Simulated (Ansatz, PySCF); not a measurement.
C₂H₆S, charge +1, doublet, at a GFN2-xTB geometry (a state made from the parent by changing its charge; the spin is typed, not shown lowest). Base run: MP2/6-31G** (PySCF).

Here is a job for PySCF.
```python
from pyscf import gto, scf, mp

mol = gto.Mole()
mol.atom = '''
    C     1.28089259    0.21169350    0.68335560
    S     0.01499802    0.28322653   -0.56655118
    C    -1.30390679   -0.64629964    0.18600725
    H     1.54226619   -0.82365746    0.90480822
    H     2.15771555    0.74065689    0.31689816
    H     0.93231569    0.67887698    1.60539170
    H    -0.98486767   -1.67128238    0.37976291
    H    -2.15303809   -0.65232660   -0.49358934
    H    -1.59627479   -0.19625504    1.13537012
'''
mol.basis = '6-31g**'
mol.charge = 1
mol.spin = 1
mol.verbose = 4
mol.build()

mf = scf.UHF(mol)
mf.kernel()

pt = mp.MP2(mf)
pt.kernel()
print('E(MP2) = %.10f' % pt.e_tot)
```

The same geometry, method and basis name were run in Ansatz (a program for electronic structure) and PySCF, at each program's defaults and at the settings that a row names. The base is PySCF at its defaults. Differences at the defaults can come from grids, fitting, cores and function types together.

```csv
code and settings,ΔE vs base (mEh),basis functions,E (Eh),SCF cycles
"PySCF, defaults (exact integrals, spherical functions, all electrons correlated)",0.000,76,-476.86832,12
"Ansatz, defaults (factorised integrals, Cartesian functions, frozen core)",7.126,79,-476.86120,-
"PySCF, frozen core",12.521,76,-476.85580,12
"Ansatz, high accuracy, frozen core, Cartesian functions as the basis file defines them",7.121,79,-476.86120,-
```

Open shells are given as the SCF converged; they aren't shown to be the lowest states, and a large step between rows can be another state.
